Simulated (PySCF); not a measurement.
A structure optimised at ωB97X-D3(BJ)/def2-SVP, used in a PySCF frequency run:

```xyz
9

B     -0.3117     0.5602     0.0000
Br     0.1911    -1.3179     0.0000
C      0.7905     1.6591     0.0000
C      0.4692     2.9606     0.0000
H      1.8474     1.3696     0.0000
H      1.2288     3.7509     0.0000
H     -0.5784     3.2832     0.0000
O     -1.6221     0.8853     0.0000
H     -2.2097     0.1206     0.0000
```
Charge 0, spin multiplicity 1.

Q: Write its SMILES, formula and point group.

A: C=CB(O)Br, C2H4BBrO, Cs

Q: What are its rotational constants (standard atomic weights)?

A: 7.6333, 1.5945, 1.3190 GHz
